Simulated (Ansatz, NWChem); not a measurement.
NWChem → Ansatz

This NWChem 7.3.0 job computes SnNH5 (SMILES [NH2][SnH3]):

m1.nw:
```
start m1
title "H5NSn"
memory stack 880 mb heap 220 mb global 1100 mb

geometry units angstrom noautosym nocenter noautoz
N     -0.499600    -1.183300     0.116600
Sn     0.136800     0.730400    -0.135600
H     -0.001800    -1.844500    -0.466500
H     -0.413700    -1.504900     1.072700
H     -0.115800     1.092800    -1.781700
H     -0.836300     1.684400     0.888000
H      1.791700     0.957100     0.260900
end

basis spherical bse
* library 3-21G
end

scf
thresh 1e-08
maxiter 80
end

task scf gradient
```

```bash
$ nwchem m1.nw > m1.out
```

The shape is that of a PBE0-D4/def2-TZVP optimisation.

The run is non-relativistic.

It gives a total energy of -6053.292275 Eh.

Problem. Translate the job to Ansatz 0.2.0 as an input file of the program's own.

Solution. One way, which was run:

molecule.yaml:
```yaml
crystal:
  periodic: [false, false, false]
  atoms:
    - symbol: N
      position_ang: [-0.499600, -1.183300, 0.116600]
    - symbol: Sn
      position_ang: [0.136800, 0.730400, -0.135600]
    - symbol: H
      position_ang: [-0.001800, -1.844500, -0.466500]
    - symbol: H
      position_ang: [-0.413700, -1.504900, 1.072700]
    - symbol: H
      position_ang: [-0.115800, 1.092800, -1.781700]
    - symbol: H
      position_ang: [-0.836300, 1.684400, 0.888000]
    - symbol: H
      position_ang: [1.791700, 0.957100, 0.260900]
basis:
  gaussian:
    orbitals: 3-21G-spherical.json
hamiltonian:
  xc: hf
accuracy: high
output: {forces: true, orbitals: {seedname: orbitals}}
```

```bash
$ ansatz run molecule.yaml --threads 1 --pin off --max-ram 2610MiB --events-out events.jsonl --progress --plain --runs-dir runs
```

(Basis files named in the input come from the Basis Set Exchange and aren't shown.)

Its energy is -6053.292275 Eh, the same as the first but for the last digit, at most.
